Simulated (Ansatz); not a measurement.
F$_{2}$H$_{3}$InOSi, SMILES `[F][In]([F])[O][SiH3]`. The species carries charge 0 and has multiplicity 1. Correlated methods include outer-core shells of In, which these sets cover unevenly. In: def2 effective core potential.

```xyz
8

F    -2.8353   -0.3265    0.3112
In   -1.4669    1.0301    0.3744
F    -2.0437    2.8205    0.7642
O     0.4039    0.6157    0.0582
Si    1.2779   -0.7299   -0.2953
H     0.7593   -1.3935   -1.5227
H     1.2209   -1.7068    0.8259
H     2.6839   -0.3096   -0.5159
```

Question: Give the diagnostics of a CCSD(T)/def2-TZVPP run (frozen core, the Gaussian-basis code of Ansatz). (Estimate.)

Answer: Computed: T1 = 0.0167, largest single amplitude 0.053, largest double 0.016, (T) share of the correlation energy 3.1 %, 12 CCSD cycles. The RHF solution is stable towards an unrestricted one. T1 lies under the customary mark of 0.02 for closed shells.
